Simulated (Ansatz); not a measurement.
Program: Ansatz 0.2.0.

A structure relaxed at PBE0-D4/def2-TZVP, charge 0, multiplicity 1:

Cartesian coordinates in Å:
```
F 0.454 -1.519 -1.143
C 0.577 -0.329 -0.573
F 1.671 0.306 -0.966
C 0.100 -0.150 0.859
F 0.792 0.637 1.669
F -0.425 -1.188 1.492
C -0.677 0.479 -0.286
F -0.638 1.794 -0.438
F -1.855 -0.030 -0.615
```

Problem. Give its formula and SMILES.

Solution. C3F6, `FC1(F)C(F)(F)C1(F)F`.

Problem. Point group (tolerance 0.08 Å, 0.16 Å for H)?

Solution. D3h.

Problem. Summarise the bond lengths by kind.

Solution. 6 × C–F 1.325 Å; 3 × C–C 1.520 Å.
